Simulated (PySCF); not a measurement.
## Identify the compound

An unknown has the formula C₆H₁₃NSi. Its calculated NMR data are:

1H NMR (600 MHz, computed): δ 4.58 (s, 3H), 3.62 (m, 1H), 2.61 (m, 2H), 1.21 (m, 2H), 1.01 (m, 1H), 0.83 (m, 2H), -0.23 (m, 1H), -0.55 (br s, 1H).

13C{1H} NMR (computed): δ 68.5 (CH), 46.5 (CH2, 2C), 25.3 (CH2), 20.5 (CH, 2C).

[PySCF 2.14.0 with density-fitted response routines: geometry: GFN2-xTB; NMR shieldings at PBE0/pcSseg-1/GIAO; rapidly exchanging positions averaged; single conformer; in vacuum; no relativistic terms]

Shifts are taken against calculated references (same method and geometry level): 1H and 13C vs TMS.

Q: Which candidate is it?
A. [SiH3]N[C@@H]1C[C@@H]2C[C@@H]2C1
B. C=C(C)[C@H]1C[Si@H](N)C1
C. C=C([SiH3])/C=N\CCC

A: A. 

1. Rings plus π bonds: 2 (2 rings in the answer).
2. 4 carbon signals for 6 carbons: some carbons are equivalent by symmetry or fast rotation.
3. Carbon types of the structure: 3 × CH, 3 × CH2, leaving 4 H on heteroatoms.
4. δC 68.5: sp3 CH bonded to N; the inductive effect lowers its shielding.
5. δC 46.5: sp3 CH2 in a ring; a saturated carbon with 2 carbon neighbours and no heteroatom attached.
6. δC 25.3, 20.5: three-membered-ring carbon; carbons of three-membered rings are unusually shielded.
7. δH 1.21, 1.01, -0.23: hydrogen on a three-membered-ring carbon; cyclopropane-type protons are shielded by the ring.
8. δH -0.55: hydrogen on a nitrogen bonded to C, Si; exchangeable, gas-phase position.

The others: C=C(C)[C@H]1C[Si@H](N)C1 would give 5 carbon signals, not 4; C=C([SiH3])/C=N\CCC would give 6 carbon signals, not 4.

Exchangeable OH/NH protons stand at their gas-phase positions; hydrogen bonding in a real sample shifts them, mostly to higher δ. Shifts are as computed. Against solution values, carbons near 30 ppm lie about +3 ppm off and those near 130 ppm about +5 ppm. Of 1211 compounds with measured shifts, 218 miss one by over three times the rms of a fit or turn the order of signals round; such compounds aren't used in these exercises. No couplings were computed; multiplicities are counted from neighbouring protons, with m where these are inequivalent, close in shift, in a saturated or five-membered ring or joined by F or P, and br s for small geminal =CH2 splittings.
